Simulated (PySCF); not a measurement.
# Steps of a relaxation of [Gd(BH4)2]+

[Gd(BH4)2]+ (singlet in the valence; each metal's 4f electrons, 7 of them, lie in its core potential, out of spins and levels; a saddle point, relaxed within its symmetry). PySCF 2.14.0, RKS PBE0, Gd lcecp-1-SVP with ECP53, B def2-SVP, H def2-SVP; non-relativistic Hamiltonian with scalar-relativistic core potentials where named; density fitting; no spin-orbit coupling. Origin of the start: template. Columns: position (Å) and force (eV/Å). Energies are counted from the last step; some of the 6 steps are shown. Forces carry noise of the integration grid, about 0.01 to 0.03 eV/Å.

Run from Python with OMP_NUM_THREADS=2. Where DIIS fails, smearing, a level shift and second-order steps follow.
It took 22 s on 2 threads of Arm Neoverse V1 (shared host), from the converged density of the start.

```xyz
11
step 0  E = 0.298 eV
Gd    0.0000    0.0000    0.0000     0.00    0.00    0.00
B     0.0000    0.0000    2.4854     0.00    0.00    0.46
H     0.0000    0.0000    3.6854     0.00    0.00    0.03
H     1.0208    0.5894    2.0695     0.03    0.02   -0.63
H    -1.0208    0.5894    2.0695    -0.03    0.02   -0.63
H     0.0000   -1.1788    2.0695     0.00   -0.04   -0.63
B     0.0000    0.0000   -2.4854     0.00    0.00   -0.46
H     0.0000    0.0000   -3.6854     0.00    0.00   -0.03
H     1.0208   -0.5894   -2.0695     0.03   -0.02    0.63
H    -1.0208   -0.5894   -2.0695    -0.03   -0.02    0.63
H     0.0000    1.1788   -2.0695     0.00    0.04    0.63
```

```xyz
11
step 2  E = 0.014 eV
Gd    0.0000    0.0000    0.0000     0.00    0.00    0.00
B     0.0000    0.0000    2.4517     0.00    0.00   -0.18
H     0.0000    0.0000    3.6520     0.00    0.00   -0.08
H     1.0112    0.5838    1.9283    -0.19   -0.11    0.00
H    -1.0112    0.5838    1.9283     0.19   -0.11    0.00
H     0.0000   -1.1677    1.9283     0.00    0.22    0.00
B     0.0000    0.0000   -2.4517     0.00    0.00    0.18
H     0.0000    0.0000   -3.6520     0.00    0.00    0.08
H     1.0112   -0.5838   -1.9283    -0.19    0.11    0.00
H    -1.0112   -0.5838   -1.9283     0.19    0.11    0.00
H     0.0000    1.1677   -1.9283     0.00   -0.22    0.00
```

```xyz
11
step 3  E = 0.004 eV
Gd    0.0000    0.0000    0.0000     0.00    0.00    0.00
B     0.0000    0.0000    2.4439     0.00    0.00   -0.16
H     0.0000    0.0000    3.6422     0.00    0.00   -0.04
H     1.0046    0.5800    1.9134    -0.11   -0.06    0.04
H    -1.0046    0.5800    1.9134     0.11   -0.06    0.04
H     0.0000   -1.1600    1.9134     0.00    0.13    0.04
B     0.0000    0.0000   -2.4439     0.00    0.00    0.16
H     0.0000    0.0000   -3.6422     0.00    0.00    0.04
H     1.0046   -0.5800   -1.9134    -0.11    0.06   -0.04
H    -1.0046   -0.5800   -1.9134     0.11    0.06   -0.04
H     0.0000    1.1600   -1.9134     0.00   -0.13   -0.04
```

Task: Where does the relaxation end?

Result: It converges at step 5 in D3d:
```xyz
11
step 5  E = 0
Gd    0.0000    0.0000    0.0000
B     0.0000    0.0000    2.4374
H     0.0000    0.0000    3.6342
H     0.9985    0.5765    1.9116
H    -0.9985    0.5765    1.9116
H     0.0000   -1.1530    1.9116
B     0.0000    0.0000   -2.4374
H     0.0000    0.0000   -3.6342
H     0.9985   -0.5765   -1.9116
H    -0.9985   -0.5765   -1.9116
H     0.0000    1.1530   -1.9116
```

Task: How did the contacts change?

Result: 
| contact | start (Å) | end (Å) |
| --- | --- | --- |
| Gd1–H6 (BH4) | 2.382 | 2.232 |
| Gd1–H11 (BH4) | 2.382 | 2.232 |


An lcecp potential fixes the number of 4f electrons, so in runs with it no electron can move into or out of that shell.
